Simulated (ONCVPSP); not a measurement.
# Reading a pseudo-wave (germanium (Ge))

Columns: radius, all-electron u(r) and pseudo u(r) of the 3s shell (level -176.82 eV) of germanium in the configuration [Ne] 3s2 3p6 3d10 4s2 4p1; LDA (Perdew-Zunger), scalar-relativistic, ONCV scheme, ONCVPSP 4.0.1.

```tsv
r (bohr)	all-electron	pseudo
0.053	0.1262	0.1610
0.105	-0.5926	0.3207
0.158	-0.7436	0.4852
0.210	-0.4367	0.6464
0.262	0.0490	0.8030
0.315	0.5383	0.9517
0.368	0.9305	1.0823
0.420	1.1961	1.1865
0.473	1.3510	1.2622
0.525	1.4105	1.3027
0.578	1.4019	1.3082
0.630	1.3459	1.2792
0.683	1.2586	1.2191
0.735	1.1562	1.1365
0.788	1.0448	1.0370
0.840	0.9350	0.9325
0.893	0.8271	0.8265
0.945	0.7278	0.7275
0.998	0.6347	0.6346
1.050	0.5521	0.5519
1.102	0.4781	0.4780
1.155	0.4113	0.4112
1.208	0.3526	0.3525
1.260	0.3023	0.3022
1.313	0.2578	0.2577
1.365	0.2200	0.2199
```

Q: How many radial nodes do the two functions have?

A: The all-electron 3s function has n − l − 1 = 2; the pseudo-wave has 0, since the states of the same l below it are removed with the core.

Q: At about which radius was the pseudo-wave matched?

A: 1.05 bohr. The columns agree to 0.0005 from 0.94 bohr on; several derivatives are matched, so the curves merge somewhat inside the radius.

Q: Is the pseudo-wave norm-conserving?

A: Yes: the ONCV scheme keeps the norm inside the radius equal to the all-electron one, which fixes the energy derivative of the logarithmic derivative at the level.
